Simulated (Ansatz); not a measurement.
```yaml
crystal:
  periodic: [false, false, false]
  atoms:
    - {symbol: C, position_ang: [-0.645627, -1.636039, 1.571473]}
    - {symbol: N, position_ang: [-0.116064, -0.719289, 0.625927]}
    - {symbol: W, position_ang: [-0.181542, 0.656841, -0.461872]}
    - {symbol: N, position_ang: [0.232272, -0.046302, -2.240693]}
    - {symbol: N, position_ang: [1.164805, 1.919180, 0.189094]}
    - {symbol: O, position_ang: [-1.707399, 1.443687, -0.512733]}
    - {symbol: H, position_ang: [-0.571395, -2.660088, 1.189230]}
    - {symbol: H, position_ang: [-0.071828, -1.592926, 2.503774]}
    - {symbol: H, position_ang: [-1.696300, -1.431671, 1.804986]}
    - {symbol: H, position_ang: [0.633605, -0.950642, -2.425645]}
    - {symbol: H, position_ang: [-0.058646, 0.409006, -3.092090]}
    - {symbol: H, position_ang: [1.127980, 2.908401, -0.003060]}
    - {symbol: H, position_ang: [1.890139, 1.699822, 0.851608]}
basis:
  gaussian: {orbitals: def2-SVPD, fitting: {mean_field: cc-pVTZ-jkfit}}
hamiltonian: {xc: {name: BHLYP}}
```

```sh
$ ansatz run in.yaml --threads 4 --pin off --events-out ev --progress --plain --max-ram 11315MiB
```

Shortened log:

```
Functional definition: BHLYP
Error: <dir> the basis set cc-pVTZ-JKFIT has no functions for W
```
